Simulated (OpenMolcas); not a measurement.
Os.

```
Program             : OpenMolcas
Basis               : ANO-RCC-VTZP [8s7p5d3f2g1h]
Scalar Hamiltonian  : DKH2, point nucleus
Active space        : 6 electrons in 5 orbitals (5d)
State averaging     : 2S+1 = 5 even, 5 roots; 2S+1 = 3 even, 45 roots; 2S+1 = 1 even, 50 roots (44 in the spin-orbit step)
Spin-orbit coupling : state interaction with AMFI integrals over the reference wave functions, term energies averaged over their components
```

Two sets of levels on these reference wave functions, in cm⁻¹ above 5d⁶ 6s² ⁵D₄: one from CASSCF and one from MS-CASPT2, IPEA 0.25 Eh, imaginary shift 0.1 Eh (closed shells correlated: 5s 5p 6s).

```tsv
Level	Set 1	Set 2
5d⁶ 6s² ⁵D₄	0.0	0.0
5d⁶ 6s² ⁵D₃	4180	4360
5d⁶ 6s² ⁵D₂ [63 %]	4930	3940
5d⁶ 6s² ⁵D₁	6730	6450
5d⁶ 6s² ⁵D₀	7200	6810
5d⁶ 6s² ³H₆	17310	16010
5d⁶ 6s² ³H₅ [51 %]	17520	15720
5d⁶ 6s² ³P₂(1) [52 %]	17860	14300
5d⁶ 6s² ³F₃(1) [57 %]	20640	17740
5d⁶ 6s² ³F₂(1) [68 %]	21610	17660
5d⁶ 6s² ³G₅ [51 %]	25340	23400
5d⁶ 6s² ³G₄ [67 %]	26290	23390
5d⁶ 6s² ³D₂ [70 %]	28280	23480
5d⁶ 6s² ¹I₆	29320	27380
5d⁶ 6s² ³P₁(1) [52 %]	30820	26220
5d⁶ 6s² ¹G₄(1) [62 %]	34140	31070
```

Task: Which set is which?

Result: Set 2 is MS-CASPT2. Its levels of the other terms of 5d⁶ 6s² lie at 0.80 to 0.93 of the other set's values, as expected, since terms of lower spin or lower L gain more correlation energy than the Hund ground term.

CASPT2 does not keep the components of a term degenerate, so their means are used; among the terms shown or strongly mixed into the levels shown the widest spread is 1800 cm-1 (5d⁶ 6s² ¹I, MS-CASPT2). Some high roots are left out of the spin-orbit mixing, which shifts the levels that they would mix with. With the s shell closed, the reference lacks s² → p², s² → d² and s → d mixing, so excited terms can stand far too high and out of order, with CASPT2 too. Without dynamic correlation excited terms often stand tens of per cent too high (terms of higher spin than the ground term too low), and those without a measured partner can miss by more than the paired ones (holds for CASSCF). Some levels mix across a computed gap that differs much from the measured one, so their mixing is not that of the real levels (holds for CASSCF). The CASPT2 spread within a term exceeds the gap to the next term for 5d⁶ 6s² ³D and 5d⁶ 6s² ¹I, 5d⁶ 6s² ¹I and 5d⁶ 6s² ¹G(1), so the order of their levels is uncertain (holds for MS-CASPT2). Only configurations of the active space appear. The table leaves out levels that lie high or whose names do not pair safely across all columns.

A share in square brackets marks a mixed level and gives the weight of the term that names it, the lowest over the columns. A number in round brackets counts repeated terms of one configuration in the order of the reference energies.
